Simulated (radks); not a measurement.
Q: Valence configurations of neutral holmium (all share [Xe]). Method: Dirac Kohn-Sham, PBE, spin-unpolarised, spherical densities, finite nucleus; open shells fill j = l - 1/2 first; Fermi nuclear charge, rms radius 5.2022 fm; computed with a radial shooting solver on a logarithmic mesh with Libxc functionals. Order these by energy: 4f10 5d1 6s2; 4f11 6s2; 4f10 6s2 6p1; 4f11 5d1 6s1; 4f11 6s1.5 6p0.5; 4f11 5d0.5 6s1.5; 4f11 6s1 6p1.

A: From the lowest, in eV above it: 4f11 6s2 0.000; 4f11 6s1.5 6p0.5 1.258; 4f11 5d0.5 6s1.5 1.333; 4f11 6s1 6p1 2.551; 4f11 5d1 6s1 2.691; 4f10 5d1 6s2 3.830; 4f10 6s2 6p1 5.200. NIST lists [Xe] 4f11 6s2 as the ground configuration; this level of theory agrees among the configurations tried. The energies are those of spherical spin-averaged densities, not of single terms. No valid solution was reached for [Xe] 4f11.5 6s1.5; [Xe] 4f12.5 6s0.5; [Xe] 4f13.
